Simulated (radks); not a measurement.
All-electron atom: Ho2+ in [Kr] 4d10 4f11 5s2 5p4 5d2 (not the ground configuration). Method: Dirac Kohn-Sham, PBEsol, spin-unpolarised, spherical densities, finite nucleus; open shells are shared between the two j in proportion to 2j + 1; Fermi nuclear charge, rms radius 5.2022 fm; computed with a radial shooting solver on a logarithmic mesh with Libxc functionals.

Unscreened Slater integrals over Kohn-Sham orbitals (hartree). Large and small components are both included. Empty in this configuration: 6s1/2.

integral            value
F0(5d5/2,5d5/2)   0.39879
F2(5d5/2,5d5/2)   0.20618
F4(5d5/2,5d5/2)   0.13522
F0(5d5/2,5d3/2)   0.40321
F2(5d5/2,5d3/2)   0.20834
G2(5d5/2,5d3/2)   0.20823
G4(5d5/2,5d3/2)   0.13657
F0(5d5/2,4f7/2)   0.51176
F2(5d5/2,4f7/2)   0.12524
F4(5d5/2,4f7/2)  0.061395
G1(5d5/2,4f7/2)  0.064798
G3(5d5/2,4f7/2)  0.050019
G5(5d5/2,4f7/2)  0.037474
F0(5d5/2,4f5/2)   0.51273
F2(5d5/2,4f5/2)   0.12333
F4(5d5/2,4f5/2)  0.060005
G1(5d5/2,4f5/2)  0.061909
G3(5d5/2,4f5/2)  0.048254
G5(5d5/2,4f5/2)  0.036255
F0(5d5/2,6s1/2)   0.31748
G2(5d5/2,6s1/2)  0.099955
F0(5d3/2,5d3/2)   0.40779
F2(5d3/2,5d3/2)   0.21074
F0(5d3/2,4f7/2)   0.52224
F2(5d3/2,4f7/2)   0.13076
G3(5d3/2,4f7/2)  0.053150
G5(5d3/2,4f7/2)  0.039734
F0(5d3/2,4f5/2)   0.52327
F2(5d3/2,4f5/2)   0.12882
G1(5d3/2,4f5/2)  0.066434
G3(5d3/2,4f5/2)  0.051371
F0(5d3/2,6s1/2)   0.31931
G2(5d3/2,6s1/2)  0.096132
F0(4f7/2,4f7/2)    1.1406
F2(4f7/2,4f7/2)   0.52907
F4(4f7/2,4f7/2)   0.32942
F6(4f7/2,4f7/2)   0.23628
F0(4f7/2,4f5/2)    1.1502
F2(4f7/2,4f5/2)   0.53401
F4(4f7/2,4f5/2)   0.33260
G2(4f7/2,4f5/2)   0.53267
G4(4f7/2,4f5/2)   0.33180
G6(4f7/2,4f5/2)   0.23804
F0(4f7/2,6s1/2)   0.36420
G3(4f7/2,6s1/2)  0.015841
F0(4f5/2,4f5/2)    1.1598
F2(4f5/2,4f5/2)   0.53913
F4(4f5/2,4f5/2)   0.33590
F0(4f5/2,6s1/2)   0.36465
G3(4f5/2,6s1/2)  0.015414
F0(6s1/2,6s1/2)   0.28032
